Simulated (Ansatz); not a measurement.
The cluster Re2Te3. Total charge 0; singlet. Geometry PBE-D4/def2-SVP; atoms count from 1.

```tsv
atom	x (Å)	y (Å)	z (Å)
Re1	-0.337	-1.239	-0.320
Re2	0.130	0.747	-1.085
Te3	-1.277	-0.693	1.961
Te4	2.078	-1.027	-1.398
Te5	-0.594	2.213	0.842
```

In the def2 sets Re, Te take a core potential; there is no spin–orbit coupling. The restricted singlet is unstable towards broken spin symmetry in Hartree–Fock (as tested in another run); at PBE0-D4/def2-TZVP this wasn't settled. No other spin state of charge 0 was run. The structure comes from a short search, and lower isomers may exist.

(1) Estimate the Mulliken populations from the PBE0/def2-TZVP orbitals of Ansatz.

(2) And the Mayer bond orders between bonded heavy atoms (over 0.3)?

Answers

(1) 
```
atom  charge (e)  d electrons
 Re1        0.32         5.50
 Re2        0.32         5.50
 Te3       -0.19            –
 Te4       -0.26            –
 Te5       -0.19            –
```
Mulliken values and Mayer orders depend strongly on the basis.

(2) Re1–Re2 3.06 (2.18 Å); Re1–Te3 1.67 (2.53 Å); Re1–Te4 1.15 (2.65 Å); Re2–Te4 1.15 (2.65 Å); Re2–Te5 1.67 (2.53 Å); Te3–Te5 0.56 (3.19 Å).
